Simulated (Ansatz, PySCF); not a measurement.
Caution: the highest occupied level lies above zero, so the state may not be bound. This triplet is an excited state, 1.34 eV above the relaxed singlet at the level frozen-core CCSD(T)/aug-cc-pVTZ // PBE0-D3(BJ)/def2-TZVPD (Ansatz, an electronic-structure program).

Cartesian coordinates (Å):
SMILES: [Cl][Al-][CH3]
```xyz
6

C     -0.7050     0.0165    -0.0143
Al     1.0379    -0.9445    -0.3141
Cl     2.7917     0.3428     0.2053
H     -0.7684     0.9162    -0.6355
H     -1.5407    -0.6405    -0.2765
H     -0.8155     0.3094     1.0351
```
Charge -1, spin multiplicity 3.

Task: What highest occupied spin orbital and total energy does PBE0-D3(BJ)/def2-TZVPD (PySCF) give?

Result: 
| Property | Result |
|---|---|
| highest occupied spin orbital | 1.41 eV |
| total energy | -742.3069 Ha |
